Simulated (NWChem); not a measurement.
## Lowest excitation of silicon dioxide molecule (O2Si)

```
Si
O 1 1.5184
O 1 1.5184 2 180.00
```
Charge 0, spin multiplicity 1.

Program: NWChem. Structure: optimised with PBE0/def2-SVP, a minimum by its harmonic frequencies.

Basis set: aug-cc-pVDZ.

```tsv
method	lowest vertical singlet excitation energy (eV)	relative cost	difference from EOM-CCSD
CIS	5.49	under 3	+0.90
TD-B3LYP	4.35	under 3	-0.24
TD-PBE	4.19	1	-0.40
TD-BHandHLYP	4.71	under 3	+0.12
EOM-CCSD	4.59	8	0.00
```

The values span 1.31 eV, from TD-PBE (lowest) to CIS (highest). The cost column gives rough processor time relative to TD-PBE; each entry includes its own SCF.

The correlated methods keep 7 core orbitals frozen. B3LYP has NWChem's definition, with VWN1-RPA local correlation. Coupled-cluster values serve here as a point of comparison, not as the truth.
